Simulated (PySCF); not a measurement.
**Electronic structure of Ru (ruthenium, neutral) at the UHF level**

Configuration: [Kr] 4d7 5s1, high-spin 5F determinant. Calculation: PySCF 2.14, in def2-TZVP with the def2 core potential (28 electrons) (6s4p3d1f, 40 functions); a scalar-relativistic core potential.

* Total energy: -94.121142 hartree
* One-electron energy: -165.1826 hartree
* Hartree (Coulomb) energy: 80.5738 hartree
* Exchange energy: -9.5123 hartree
* ⟨S²⟩: 6.0031
* ⟨L²⟩: 12.041
* Sum of ⟨r⟩: 24.19 bohr
* Sum of ⟨r²⟩: 49.20 bohr²
* Time after the integrals: 0.15 s of wall time on 1 thread of Neoverse-V1 (shared host)

```
shell  electrons  mean orbital energy (hartree)  spread (hartree)  rms radius, mean of both spins (bohr)
 4s α          1                       -3.57707                 0                                   1.10
 4s β          1                       -3.39583                 0                                   1.10
 4p α          3                       -2.29575                 0                                   1.22
 4p β          3                       -2.06863                 0                                   1.22
 4d α          5                       -0.42062           0.03728                                   1.82
 4d β          2                       -0.32659                 0                                   1.82
 5s α          1                       -0.23733                 0                                   3.82
```

Energies and moments cover only the electrons outside the core potential.
